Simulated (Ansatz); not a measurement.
Consider the redistribution: `C[SiH2]O[SiH3]` + `[NH2][Ge][F]` → `F[SiH2]O[SiH3]` + `[CH3][Ge][NH2]`.

Isolated molecules relaxed with PBE0-D4/def2-TZVP in Ansatz; ΔE leaves out vibrations. CBS: MP2 limit from def2 TZ/QZ plus the TZ coupled-cluster correction, frozen cores. This one scheme is used for every species. Functionals use def2-TZVPP. For Ge outer-core shells are correlated without core-valence functions, which leaves a few kJ/mol of doubt a bond. Scalar relativity is left out up to krypton. One conformer a species, not always the lowest.

`C[SiH2]O[SiH3]`:

```xyz
12

C     0.020    1.845   -1.187
Si    0.528    0.108   -0.771
O    -0.263   -0.369    0.584
Si   -0.497   -1.578    1.655
H    -1.056    1.903   -1.366
H     0.536    2.186   -2.089
H     0.270    2.529   -0.372
H     1.995    0.032   -0.531
H     0.188   -0.820   -1.886
H    -1.478   -1.119    2.668
H     0.782   -1.930    2.328
H    -1.025   -2.786    0.967
```

`[NH2][Ge][F]`:

```xyz
5

N    -0.417   -0.456    0.161
Ge    0.779    0.123   -1.070
F     1.202    1.588   -0.174
H    -0.947   -1.309    0.074
H    -0.617    0.054    1.009
```

`F[SiH2]O[SiH3]`:

```xyz
9

F    -2.168    1.138   -0.028
Si   -1.492   -0.259   -0.393
O    -0.044   -0.362    0.317
Si    1.506    0.165    0.431
H    -2.357   -1.330    0.138
H    -1.350   -0.300   -1.866
H     2.345   -0.968    0.889
H     1.582    1.277    1.409
H     1.978    0.636   -0.897
```

`[CH3][Ge][NH2]`:

```xyz
8

C     0.552   -0.239    1.093
Ge    0.216   -1.152   -0.656
N    -0.676    0.243   -1.411
H     1.012    0.742    0.938
H     1.203   -0.833    1.737
H    -0.399   -0.087    1.613
H    -1.051    0.194   -2.344
H    -0.858    1.132   -0.969
```

| level | ΔE (kJ/mol) |
| --- | --- |
| r2SCAN0-D4 | -11.6 |
| BHLYP-D4 | -13.2 |
| CAM-B3LYP-D4 | -7.6 |
| ωB97X-V | -5.9 |
| r2SCAN0 | -11.9 |
| LC-ωPBE | -4.6 |
| CCSD(T)/def2-SVP | -4.1 |
| SCS-MP2/def2-TZVPP | -18.7 |

(1) What does CCSD(T)/CBS give? (An estimate is asked.)

Largest T1 diagnostic among the species: 0.014.

Answers

(1) Computed: -19.0 kJ/mol. The listed levels differ from it by 7.4, 5.8, 11.4, 13.1, 7.1, 14.4, 14.9, 0.3 kJ/mol.

From r2SCAN to r2SCAN0 (25 % exact exchange), in def2-TZVPP and without D4, ΔE moves by −4.7 kJ/mol. Leaving LDA and LC-ωPBE aside and taking each functional with its dispersion term where it has one, the values, not all of them listed here, spread over 14.0 kJ/mol, from PBE-QIDH to revPBE-D4. LDA lies −3.7 kJ/mol from PBE without D4. At CCSD(T), def2-SVP lies +14.9 kJ/mol from the extrapolated value and def2-TZVPP −0.3 kJ/mol.
